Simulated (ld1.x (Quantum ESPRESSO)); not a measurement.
magnesium: variants of one TM potential

Base potential:

```json
{"Element": "magnesium", "Generator": "ld1.x (Quantum ESPRESSO) 7.5", "Type": "norm-conserving Troullier–Martins (Kleinman–Bylander form)", "Functional": "BP86", "Relativity": "fully relativistic", "Frozen core": "[He]", "Valence charge": "10", "Reference configuration": "2s2 2p6 3s0 3p0 (charge +2)", "Partial waves": "2p (bound): rc 1.25 bohr; 2s (bound): rc 0.65 bohr", "Local potential": "the s channel", "Core correction": "none"}
```

Open shells are filled in proportion to 2j + 1 (rel_dist='average').

All-electron outer shells of the reference configuration (BP86, scalar-relativistic, ld1.x):

```tsv
shell	level (eV)	outermost node (bohr)	outermost maximum (bohr)
2s	-100.07	0.18	0.54
2p	-66.80	–	0.48
3s	-17.88	0.88	2.15
3p	-12.72	0.91	2.59
```

Cutoffs, loose and tight: the cutoffs (Ry, on a coarse ladder) from which the occupation-weighted sum of valence levels, in a spherical-Bessel basis at the reference potential, stays within 10 and 1 mRy of its value at 400 Ry. They do not see the model core or the augmentation charge, which bear on the density cutoff. Test errors are all-electron minus pseudo excitation energies from the reference, over the configurations 2s2 2p6 3s2 3p0; 2s2 2p6 3s1 3p0; 2s2 2p6 3s1.5 3p0; 2s2 2p5 3s2 3p0; 2s2 2p6 3s1 3p1; 2s1 2p6 3s2 3p0; 2s2 2p6 3s0 3p2. A dash means not determined; rows that change the core or the reference have their own tests.

```csv
change,outcome,"cutoff, loose","cutoff, tight",bound ghosts,largest test error (meV)
base,generated,260 Ry,over 300 Ry,none,+350
"all radii scaled by about 0.85 (s 0.56, p 1.06 bohr)",generated,over 300 Ry,over 300 Ry,none,+177
"all radii scaled by about 1.28 (s 0.84, p 1.60 bohr)",generated,120 Ry,230 Ry,none,+983
"all radii scaled by about 1.36 (s 0.88, p 1.70 bohr)",generated,110 Ry,200 Ry,none,+1234
```

(1) What comes out with this change to the base: all radii scaled by about 1.08 (s 0.70, p 1.36 bohr)?

(2) What comes out with this change to the base: all radii scaled by about 0.80 (s 0.52, p 1.00 bohr)?

(3) What comes out with this change to the base: all radii scaled by about 1.17 (s 0.76, p 1.46 bohr)?

Results:

(1) outcome: generated; cutoff, loose: 230 Ry; cutoff, tight: over 300 Ry; bound ghosts: none; largest test error (meV): +522.

(2) outcome: generated; cutoff, loose: over 300 Ry; cutoff, tight: over 300 Ry; bound ghosts: none; largest test error (meV): +128.

(3) outcome: generated; cutoff, loose: 160 Ry; cutoff, tight: 300 Ry; bound ghosts: none; largest test error (meV): +710.

Reading the sweep of the scale of all radii (base = 1) (base included, trends over the rows without a ghost): The loose cutoff falls from 260 Ry at 1 to 110 Ry at 1.36. A larger radius leaves more room for a smooth pseudo-wave, so fewer plane waves are needed; a smaller one forces it to follow the all-electron wave where it bends sharply. The median size of the test errors (rows with all tests solved) rises from 10.3 meV at 0.8 to 118.1 meV at 1.36. More of the atom is replaced by a form fitted at one configuration, so other configurations suffer as the radius grows.
